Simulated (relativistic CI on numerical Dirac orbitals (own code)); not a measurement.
# Crystal-field levels of Pd³⁺, 4d7

Calculated by Dirac-Coulomb-Breit CI, separate exchange-only KLI orbitals for each configuration, QED by a radiative potential, valence Slater integrals scaled by 0.8, one configuration in a parametric crystal field (own radial code).

Field parameters in Wybourne normalisation: Td as Oh with Dq negative (B⁴₀ = 21Dq, B⁴₄ = √(5/14) B⁴₀). The field is a parameter set, without covalency.

S and J are read from ⟨S²⟩ = S(S + 1) and ⟨J²⟩ = J(J + 1) of each level; they are not fictitious spins.

Td, 10Dq = -2650 cm⁻¹, the lowest 10 levels:

```tsv
E (cm⁻¹)	Degeneracy	Irrep	S	J
0.0	4	Γ8	1.48	4.31
2040	4	Γ8	1.47	4.42
2628	2	Γ6	1.47	4.36
4287	4	Γ8	1.49	3.30
4435	2	Γ7	1.49	3.39
4702	2	Γ6	1.49	3.66
6235	4	Γ8	1.48	2.89
7238	2	Γ7	1.48	2.63
7935	4	Γ8	1.47	1.88
14583	2	Γ6	0.56	4.45
```

Td, 10Dq = -19650 cm⁻¹, the lowest 16 levels:

| E (cm⁻¹) | Degeneracy | Irrep | S | J |
| --- | --- | --- | --- | --- |
| 0.0 | 4 | Γ8 | 1.49 | 3.69 |
| 14417 | 4 | Γ8 | 0.72 | 4.24 |
| 15516 | 2 | Γ6 | 0.64 | 3.93 |
| 16185 | 4 | Γ8 | 0.58 | 3.71 |
| 19923 | 2 | Γ6 | 1.43 | 3.74 |
| 20077 | 4 | Γ8 | 1.38 | 3.75 |
| 20178 | 4 | Γ8 | 1.42 | 3.65 |
| 20444 | 2 | Γ7 | 1.45 | 3.24 |
| 22592 | 2 | Γ7 | 0.73 | 3.78 |
| 24073 | 4 | Γ8 | 0.72 | 3.59 |
| 27244 | 2 | Γ6 | 1.44 | 3.37 |
| 28185 | 4 | Γ8 | 1.47 | 2.79 |
| 28683 | 4 | Γ8 | 1.41 | 2.71 |
| 28742 | 2 | Γ7 | 1.41 | 2.92 |
| 33158 | 2 | Γ6 | 0.61 | 3.86 |
| 34916 | 4 | Γ8 | 0.51 | 4.57 |

Td, 10Dq = -17550 cm⁻¹, the lowest 10 levels:

| E (cm⁻¹) | Degeneracy | Irrep | S | J |
| --- | --- | --- | --- | --- |
| 0.0 | 4 | Γ8 | 1.49 | 3.71 |
| 13887 | 4 | Γ8 | 0.88 | 4.21 |
| 15111 | 2 | Γ6 | 0.81 | 3.95 |
| 15965 | 4 | Γ8 | 0.71 | 3.68 |
| 18134 | 2 | Γ6 | 1.33 | 3.75 |
| 18279 | 4 | Γ8 | 1.37 | 3.36 |
| 18430 | 2 | Γ7 | 1.48 | 3.23 |
| 18483 | 4 | Γ8 | 1.26 | 4.09 |
| 21899 | 2 | Γ7 | 0.78 | 3.68 |
| 23315 | 4 | Γ8 | 0.86 | 3.47 |

Td, 10Dq = -15400 cm⁻¹, the lowest 16 levels:

```tsv
E (cm⁻¹)	Degeneracy	Irrep	S	J
0.0	4	Γ8	1.49	3.74
12956	4	Γ8	1.10	4.16
14199	2	Γ6	1.14	3.92
15210	4	Γ8	1.17	3.51
16336	2	Γ7	1.49	3.24
16756	2	Γ6	1.05	3.81
16854	4	Γ8	1.02	3.54
17189	4	Γ8	1.05	4.14
20945	2	Γ7	0.96	3.45
22088	4	Γ8	1.13	3.24
22260	2	Γ6	1.44	3.65
23614	4	Γ8	1.45	2.84
24971	2	Γ7	1.19	3.36
25075	4	Γ8	1.05	3.34
29002	2	Γ6	0.61	3.82
30640	4	Γ8	0.51	4.62
```

Td, 10Dq = -13300 cm⁻¹, the lowest 16 levels:

```
E (cm⁻¹)  Degeneracy  Irrep     S     J
     0.0           4     Γ8  1.49  3.77
   11585           4     Γ8  1.28  4.12
   12663           2     Γ6  1.36  3.89
   13583           4     Γ8  1.41  3.37
   14287           2     Γ7  1.49  3.25
   15958           2     Γ6  0.83  3.89
   16210           4     Γ8  0.82  3.96
   16446           4     Γ8  0.78  3.88
   19579           2     Γ7  1.17  3.13
   19742           2     Γ6  1.40  3.81
   20279           4     Γ8  1.31  3.14
   21346           4     Γ8  1.44  2.80
   23535           2     Γ7  0.97  3.68
   23886           4     Γ8  0.78  3.65
   26971           2     Γ6  0.62  3.79
   28439           4     Γ8  0.73  3.74
```

The free-ion ground term has S = 3/2. Every field shown keeps that spin.

Levels of this model without a field, named by their leading LS term (the scale mimics covalency, so terms lie below those of the real free ion): ⁴F9/2 0, ⁴F7/2 2742, ⁴F5/2 4399, ⁴F3/2 5424, ⁴P3/2 13344, ⁴P5/2 13699, ²G9/2 14130, ⁴P1/2 15400 cm⁻¹.
